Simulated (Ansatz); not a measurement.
`C[SiH2]C1C=N1` + `CSS[SiH3]` → `C[SiH2]SSC` + `[SiH3]C1C=N1`  (redistribution)

Isolated molecules relaxed with PBE0-D4/def2-TZVP in Ansatz; ΔE leaves out vibrations. CBS: MP2 limit from def2 TZ/QZ plus the TZ coupled-cluster correction, frozen cores. DFT in def2-TZVPP. B3LYP here is the variant with VWN-RPA as its local correlation; programs differ in this. Each species was taken in one conformer, which may not be the lowest.

Problem. Is it downhill or uphill in electronic energy at CCSD(T)/CBS, and by how much? (Estimate.)

Solution. The calculation gave: Downhill: ΔE = -4.3 kJ/mol.

Problem. What do these levels give: revPBE-D4, B97M-V, PBE0-D4, CAM-B3LYP-D4, ωB97M-V, B2PLYP, PBE, revPBE, B3LYP, MP2/def2-SVP, MP2/def2-TZVPP, HF/CBS(def2)? (An estimate is asked.)

Solution. Ansatz gave: revPBE-D4 -5.3, B97M-V -5.1, PBE0-D4 -5.0, CAM-B3LYP-D4 -4.8, ωB97M-V -4.6, B2PLYP -3.5, PBE -3.7, revPBE -2.8, B3LYP -2.9, MP2/def2-SVP -5.8, MP2/def2-TZVPP -4.4, HF/CBS(def2) -2.3 kJ/mol.

Largest T1 diagnostic among the species: 0.012.

Leaving LDA and LC-ωPBE aside and taking each functional with its dispersion term where it has one, the values spread over 1.8 kJ/mol, from revPBE-D4 to B2PLYP.
